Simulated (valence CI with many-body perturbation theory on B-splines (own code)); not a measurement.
## Energy levels of Ir²⁶⁺

Method: configuration interaction combined with many-body perturbation theory (CI+MBPT): five valence electrons over a frozen Dirac-Fock core [Kr] 4d10, a basis of 7 s, 7 p, 7 d, 7 f, 4 g, 2 h functions for each j, with the one-electron correlation potential Σ1 (screened to all orders), the two-electron term Σ2, the three-electron term Σ3, Breit, model QED; selected single and double excitations, second order for the rest, scaled by the run's own slope (own B-spline code, finite nucleus).

No measured spectrum was set against this ion. As an estimate, large intervals hold to a few tenths of a per cent, small ones and those within an open d or f shell to about a per cent. Among the levels kept, up to 980 cm⁻¹ of a level comes from second order outside the variational space, and about a tenth of that is noise between levels of different J, which matters for small intervals. Only levels of the ground parity were solved; by the run's estimate the other parity begins above the list, which can be wrong where configurations are misplaced.

Levels 91 to 135 of 194, with energies above the lowest level, 4f5 6H°_5/2. "Leading %" is the weight of the configuration and term that name the level; weights of strongly mixed levels are sums over their largest components and can fall short. Lifetimes count E1, E2, E3, M1 and M2 decay at the calculated energies, and are blank where another channel may lead or the interval is too uncertain; long ones can be off by a factor of two.

```
No.  Configuration  Term     J  E (eV)  Leading %      g  Lifetime  Second component
 91            4f5   2L°  17/2  19.724         78  1.069   1.22 ms      16 % 4f5 4K°
 92            4f5   2D°   5/2  19.949         47  1.115    905 μs      32 % 4f5 2F°
 93            4f5   2H°   9/2  20.107         40  1.020    453 μs      15 % 4f5 2G°
 94            4f5   2H°  11/2  20.110         37  1.082   1.64 ms      27 % 4f5 4G°
 95            4f5   4F°   3/2  20.160         26  1.026    518 μs      24 % 4f5 4D°
 96            4f5   4H°  13/2  20.217         48  1.091   1.02 ms      41 % 4f5 4K°
 97            4f5   2M°  19/2  20.222         62  1.054    721 μs      19 % 4f5 4L°
 98            4f5   4K°  15/2  20.270         78  1.074   1.14 ms       9 % 4f5 2L°
 99            4f5   4H°   7/2  20.399         40  0.849    370 μs      26 % 4f5 2G°
100            4f5   4H°  11/2  20.400         38  1.077    775 μs      23 % 4f5 2I°
101            4f5   2I°  13/2  20.469         22  1.061    832 μs      21 % 4f5 2K°
102            4f5   2H°   9/2  20.522         32  1.023    360 μs      29 % 4f5 4G°
103            4f5   2N°  21/2  20.655         53  1.020    671 μs      37 % 4f5 2O°
104            4f5   2D°   5/2  20.779         33  1.095    506 μs      29 % 4f5 2F°
105            4f5   4K°  17/2  20.902         65  1.131   1.68 ms      28 % 4f5 2L°
106            4f5   2H°  11/2  20.908         36  1.038    619 μs      15 % 4f5 4K°
107            4f5   4H°   7/2  21.470         31  0.989   1.01 ms      19 % 4f5 2F°
108            4f5   2H°   9/2  21.497         61  0.936   1.01 ms      28 % 4f5 4H°
109            4f5   4F°   3/2  21.501         30  1.062    519 μs      27 % 4f5 4P°
110            4f5   2D°   5/2  21.630         23  1.108    430 μs      22 % 4f5 4F°
111            4f5   2I°  13/2  21.793         59  1.075   1.10 ms      20 % 4f5 4H°
112            4f5   4D°   7/2  21.964         38  1.145    611 μs      15 % 4f5 2F°
113            4f5   4D°   1/2  22.096         60  0.985   1.32 ms      36 % 4f5 4P°
114            4f5   2K°  15/2  22.176         51  1.046    486 μs      25 % 4f5 2L°
115            4f5   2I°  13/2  22.210         62  1.038    468 μs      26 % 4f5 2K°
116            4f5   2F°   7/2  22.260         51  1.075    416 μs      22 % 4f5 2G°
117            4f5   2D°   3/2  22.594         33  1.101    723 μs      30 % 4f5 2P°
118            4f5   2I°  11/2  22.680         30  1.035    415 μs      26 % 4f5 2H°
119            4f5   4H°   9/2  22.887         33  1.018    897 μs      28 % 4f5 2G°
120            4f5   4F°   5/2  22.921         35  1.200    590 μs      30 % 4f5 4P°
121            4f5   2K°  15/2  23.078         78  1.052    738 μs      15 % 4f5 2L°
122            4f5   2G°   9/2  23.080         33  1.014    700 μs      28 % 4f5 2H°
123            4f5   4H°  11/2  23.271         58  1.094    965 μs      19 % 4f5 2I°
124            4f5   2K°  15/2  23.384         55  1.061    386 μs      18 % 4f5 2L°
125            4f5   4H°  13/2  23.545         59  1.119    693 μs      29 % 4f5 2K°
126            4f5   4H°   7/2  23.631         33  1.088    646 μs      26 % 4f5 4D°
127            4f5   2P°   1/2  23.861         80  0.642    861 μs      16 % 4f5 4D°
128            4f5   2F°   7/2  23.922         42  1.157    785 μs      21 % 4f5 4D°
129            4f5   2F°   5/2  23.969         60  0.953    465 μs      14 % 4f5 2D°
130            4f5   2M°  17/2  24.168         78  0.979   1.43 ms      12 % 4f5 2L°
131            4f5   2H°  11/2  24.460         47  1.029    554 μs      25 % 4f5 2I°
132            4f5   2H°   9/2  24.485         36  1.035    398 μs      34 % 4f5 2G°
133            4f5   4F°   3/2  24.554         39  1.106    422 μs      32 % 4f5 4S°
134            4f5   4D°   3/2  24.694         26  1.228    823 μs      25 % 4f5 2D°
135            4f5   4F°   9/2  24.782         41  1.152    654 μs      30 % 4f5 2G°
```

Names give the largest LS component (configuration and term), which can be under half, so a name can repeat, a term be missing and a line seem to break the LS rules; names also repeat where a configuration has a term twice.

Where two levels of one J and parity lie close, their mixing, g and order are uncertain.
